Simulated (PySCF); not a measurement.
C$_{3}$H$_{8}$N (SMILES CC(C)[NH]), doublet, at a GFN2-xTB geometry; TPSS/6-31G in PySCF.

Here is a job for PySCF.
```python
from pyscf import gto, scf, dft

mol = gto.M(
    atom='''
C    -1.07915954    0.80471714    0.46936932
C    -0.04836408   -0.00593759   -0.32804863
C     1.39428838    0.34107717    0.07615452
N    -0.21711907   -1.39064999   -0.33760558
H    -0.89961562    1.87102773    0.35566196
H    -1.00600059    0.55029311    1.52521850
H    -2.08954199    0.58374515    0.12869427
H    -0.14041673    0.30364008   -1.39314223
H     1.60498101    1.38879700   -0.12026471
H     1.52882117    0.14230775    1.13630000
H     2.08694516   -0.28087274   -0.48222523
H    -1.16592748   -1.66352831   -0.09185464
''',
    basis='6-31g',
    spin=1,
    verbose=4,
)

mf = dft.UKS(mol)
mf.xc = 'tpss'
mf.kernel()
mf.analyze()
```

What the program printed (banner, timings and long lists left out):

```
PySCF version 2.14.0

[INPUT] verbose = 4
[INPUT] num. atoms = 12
[INPUT] num. electrons = 33
[INPUT] charge = 0
[INPUT] spin (= nelec alpha-beta = 2S) = 1
[INPUT] symmetry False subgroup None
[INPUT] Mole.unit = angstrom
[INPUT] Symbol           X                Y                Z      unit          X                Y                Z       unit  Magmom
[INPUT]  1 C     -1.079159540000   0.804717140000   0.469369320000 AA   -2.039315975312   1.520695002343   0.886979466073 Bohr   0.0
[INPUT]  2 C     -0.048364080000  -0.005937590000  -0.328048630000 AA   -0.091394865467  -0.011220418940  -0.619922066239 Bohr   0.0
[INPUT]  3 C      1.394288380000   0.341077170000   0.076154520000 AA    2.634823176863   0.644542438642   0.143911185948 Bohr   0.0
[INPUT]  4 N     -0.217119070000  -1.390649990000  -0.337605580000 AA   -0.410295578720  -2.627947616229  -0.637982084325 Bohr   0.0
[INPUT]  5 H     -0.899615620000   1.871027730000   0.355661960000 AA   -1.700027139181   3.535729981167   0.672103697326 Bohr   0.0
[INPUT]  6 H     -1.006000590000   0.550293110000   1.525218500000 AA   -1.901065596251   1.039903266135   2.882245245120 Bohr   0.0
[INPUT]  7 H     -2.089541990000   0.583745150000   0.128694270000 AA   -3.948662086879   1.103118460043   0.243196924101 Bohr   0.0
[INPUT]  8 H     -0.140416730000   0.303640080000  -1.393142230000 AA   -0.265349163007   0.573796591641  -2.632657267266 Bohr   0.0
[INPUT]  9 H      1.604981010000   1.388797000000  -0.120264710000 AA    3.032974544028   2.624445972618  -0.227267364350 Bohr   0.0
[INPUT] 10 H      1.528821170000   0.142307750000   1.136300000000 AA    2.889053304737   0.268922672903   2.147295795343 Bohr   0.0
[INPUT] 11 H      2.086945160000  -0.280872740000  -0.482225230000 AA    3.943754789387  -0.530772554456  -0.911273615055 Bohr   0.0
[INPUT] 12 H     -1.165927480000  -1.663528310000  -0.091854640000 AA   -2.203283618304  -3.143612906361  -0.173580112871 Bohr   0.0

nuclear repulsion = 127.480249473977
number of shells = 36
number of NR pGTOs = 120
number of NR cGTOs = 52
basis = 6-31g
ecp = {}

******** <class 'pyscf.dft.uks.UKS'> ********
method = UKS
initial guess = minao
damping factor = 0
level_shift factor = 0
DIIS = <class 'pyscf.scf.diis.CDIIS'>
diis_start_cycle = 1
diis_space = 8
diis_damp = 0
SCF conv_tol = 1e-09
SCF conv_tol_grad = None
SCF max_cycles = 50
direct_scf = True
direct_scf_tol = 1e-13
number electrons alpha = 17  beta = 16
XC library pyscf.dft.libxc version 7.1.2
    S. Lehtola, C. Steigemann, M. J. T. Oliveira, and M. A. L. Marques,  SoftwareX 7, 1–5 (2018)
XC functionals = tpss
    J. Tao, J. P. Perdew, V. N. Staroverov, and G. E. Scuseria,  Phys. Rev. Lett. 91, 146401 (2003)
    J. P. Perdew, J. Tao, V. N. Staroverov, and G. E. Scuseria,  J. Chem. Phys. 120, 6898 (2004)
    J. Tao, J. P. Perdew, V. N. Staroverov, and G. E. Scuseria,  Phys. Rev. Lett. 91, 146401 (2003)
    J. P. Perdew, J. Tao, V. N. Staroverov, and G. E. Scuseria,  J. Chem. Phys. 120, 6898 (2004)
radial grids:
    Treutler-Ahlrichs [JCP 102, 346 (1995); DOI:10.1063/1.469408] (M4) radial grids

becke partition: Becke, JCP 88, 2547 (1988); DOI:10.1063/1.454033
pruning grids: <function nwchem_prune>
grids dens level: 3
symmetrized grids: False
atomic radii adjust function: <function treutler_atomic_radii_adjust>
small_rho_cutoff = 0
Set gradient conv threshold to 3.16228e-05
tot grids = 134720
init E= -173.868745242238

cycle= 1 E= -173.738379334451  delta_E= 0.13  |g|= 0.321  |ddm|= 2.11
cycle= 2 E= -173.702664102722  delta_E= 0.0357  |g|= 0.414  |ddm|= 0.895
cycle= 3 E= -173.798505042814  delta_E= -0.0958  |g|= 0.0153  |ddm|= 0.511
cycle= 4 E= -173.798569957502  delta_E= -6.49e-05  |g|= 0.0136  |ddm|= 0.0324
cycle= 5 E= -173.798662777709  delta_E= -9.28e-05  |g|= 0.00319  |ddm|= 0.0214
cycle= 6 E= -173.79866913364  delta_E= -6.36e-06  |g|= 0.00134  |ddm|= 0.00645
cycle= 7 E= -173.798670098952  delta_E= -9.65e-07  |g|= 0.000554  |ddm|= 0.00202
cycle= 8 E= -173.798670285966  delta_E= -1.87e-07  |g|= 8.66e-05  |ddm|= 0.000813
cycle= 9 E= -173.798670293395  delta_E= -7.43e-09  |g|= 2.55e-05  |ddm|= 0.00024
cycle= 10 E= -173.79867029394  delta_E= -5.45e-10  |g|= 1.33e-05  |ddm|= 6.45e-05
Extra cycle  E= -173.798670293902  delta_E= 3.77e-11  |g|= 1.69e-05  |ddm|= 3.25e-05
converged SCF energy = -173.798670293902  <S^2> = 0.75278612  2S+1 = 2.0027842
**** SCF Summaries ****
Total Energy =                        -173.798670293902290
Nuclear Repulsion Energy =             127.480249473976670
One-electron Energy =                 -485.222943404779471
Two-electron Energy =                  183.944023636900511
Two-electron Coulomb Energy =          210.181009969187926
DFT Exchange-Correlation Energy =      -26.236986332287401
**** MO energy ****
                             alpha | beta                alpha | beta
MO #1   energy= -14.1146280998307  | -14.0961419460497  occ= 1 | 1
MO #2   energy= -10.0269039988527  | -10.0278434547014  occ= 1 | 1
MO #3   energy= -9.99034894484569  | -9.9900385862541   occ= 1 | 1
MO #4   energy= -9.98180606780512  | -9.98104935850687  occ= 1 | 1
MO #5   energy= -0.84573804042075  | -0.820049484002    occ= 1 | 1
MO #6   energy= -0.692580807921612 | -0.679795719614802 occ= 1 | 1
MO #7   energy= -0.642791232339706 | -0.641797888404551 occ= 1 | 1
MO #8   energy= -0.534761036597912 | -0.527055876538085 occ= 1 | 1
MO #9   energy= -0.442147963371689 | -0.433512340472203 occ= 1 | 1
MO #10  energy= -0.415578617341658 | -0.411449545981379 occ= 1 | 1
MO #11  energy= -0.384738554924523 | -0.382216800982192 occ= 1 | 1
MO #12  energy= -0.354947523170103 | -0.354357101250631 occ= 1 | 1
MO #13  energy= -0.340260443548934 | -0.335676762874348 occ= 1 | 1
MO #14  energy= -0.325953291998262 | -0.313561433245453 occ= 1 | 1
MO #15  energy= -0.311536474830158 | -0.30809531401051  occ= 1 | 1
MO #16  energy= -0.215531394912654 | -0.196916094182909 occ= 1 | 1
MO #17  energy= -0.208010032530944 | -0.106897594278476 occ= 1 | 0
MO #18  energy= 0.0696933614457989 | 0.074221057849339  occ= 0 | 0
MO #19  energy= 0.110163886456001  | 0.119129419318443  occ= 0 | 0
MO #20  energy= 0.120807975310558  | 0.124806852780325  occ= 0 | 0
MO #21  energy= 0.132927947232007  | 0.134608023859902  occ= 0 | 0
MO #22  energy= 0.143804278944037  | 0.144519160515682  occ= 0 | 0
MO #23  energy= 0.157793222577044  | 0.15996929745664   occ= 0 | 0
MO #24  energy= 0.178277229135823  | 0.179071762654253  occ= 0 | 0
MO #25  energy= 0.179293425495575  | 0.180619122238287  occ= 0 | 0

To work with the spin densities directly, `use mulliken_meta_spin()` only printing them here.

 ** Mulliken spin pop alpha/beta on meta-lowdin orthogonal AOs **
 ** Mulliken Spin Density (per AO)  **
spin_pop of  0 C 1s       -0.00000
spin_pop of  0 C 2s        0.00262
spin_pop of  0 C 3s        0.00001
spin_pop of  0 C 2px       0.00568
spin_pop of  0 C 2py       0.00286
spin_pop of  0 C 2pz       0.00128
spin_pop of  0 C 3px       0.00007
spin_pop of  0 C 3py       0.00008
spin_pop of  0 C 3pz       0.00003
spin_pop of  1 C 1s        0.00000
spin_pop of  1 C 2s       -0.00865
spin_pop of  1 C 3s        0.00002
spin_pop of  1 C 2px      -0.00522
spin_pop of  1 C 2py      -0.01932
spin_pop of  1 C 2pz      -0.01502
spin_pop of  1 C 3px       0.00014
spin_pop of  1 C 3py      -0.00007
spin_pop of  1 C 3pz       0.00108
spin_pop of  2 C 1s       -0.00000
spin_pop of  2 C 2s        0.00611
spin_pop of  2 C 3s        0.00006
spin_pop of  2 C 2px       0.02071
spin_pop of  2 C 2py       0.00177
spin_pop of  2 C 2pz       0.00178
spin_pop of  2 C 3px       0.00008
spin_pop of  2 C 3py       0.00015
spin_pop of  2 C 3pz       0.00004
spin_pop of  3 N 1s       -0.00001
spin_pop of  3 N 2s        0.02499
spin_pop of  3 N 3s       -0.00045
spin_pop of  3 N 2px       0.07237
spin_pop of  3 N 2py       0.01651
spin_pop of  3 N 2pz       0.81765
spin_pop of  3 N 3px      -0.00022
spin_pop of  3 N 3py      -0.00062
spin_pop of  3 N 3pz       0.00554
spin_pop of  4 H 1s       -0.00068
spin_pop of  4 H 2s        0.00004
spin_pop of  5 H 1s        0.00188
spin_pop of  5 H 2s        0.00034
spin_pop of  6 H 1s       -0.00032
spin_pop of  6 H 2s       -0.00000
spin_pop of  7 H 1s        0.08942
spin_pop of  7 H 2s        0.00035
spin_pop of  8 H 1s        0.00059
spin_pop of  8 H 2s        0.00008
spin_pop of  9 H 1s        0.00112
spin_pop of  9 H 2s        0.00032
spin_pop of  10 H 1s       -0.00122
spin_pop of  10 H 2s       -0.00012
spin_pop of  11 H 1s       -0.02358
spin_pop of  11 H 2s       -0.00029
 ** Mulliken Spin Density (per atom)  **
spin density of  0 C =      0.01263
spin density of  1 C =     -0.04704
spin density of  2 C =      0.03069
spin density of  3 N =      0.93577
spin density of  4 H =     -0.00064
spin density of  5 H =      0.00222
spin density of  6 H =     -0.00032
spin density of  7 H =      0.08977
spin density of  8 H =      0.00067
spin density of  9 H =      0.00145
spin density of  10 H =     -0.00133
spin density of  11 H =     -0.02386
 ** Mulliken pop alpha/beta on meta-lowdin orthogonal AOs **
 ** Mulliken pop       alpha | beta **
In total            17.00000 | 16.00000
 ** Mulliken atomic charges   ( Nelec_alpha | Nelec_beta ) **
charge of  0C =     -0.32823  (     3.17043      3.15780 )
charge of  1C =      0.01510  (     2.96893      3.01597 )
charge of  2C =     -0.30718  (     3.16893      3.13824 )
charge of  3N =     -0.32038  (     4.12807      3.19231 )
charge of  4H =      0.10809  (     0.44563      0.44627 )
charge of  5H =      0.10423  (     0.44899      0.44678 )
charge of  6H =      0.10038  (     0.44965      0.44997 )
charge of  7H =      0.11749  (     0.48614      0.39637 )
charge of  8H =      0.10125  (     0.44971      0.44904 )
charge of  9H =      0.10411  (     0.44867      0.44722 )
charge of  10H =      0.11726  (     0.44070      0.44204 )
charge of  11H =      0.18787  (     0.39413      0.41800 )
Dipole moment(X, Y, Z, Debye): -1.18683,  1.53432,  0.35041
```
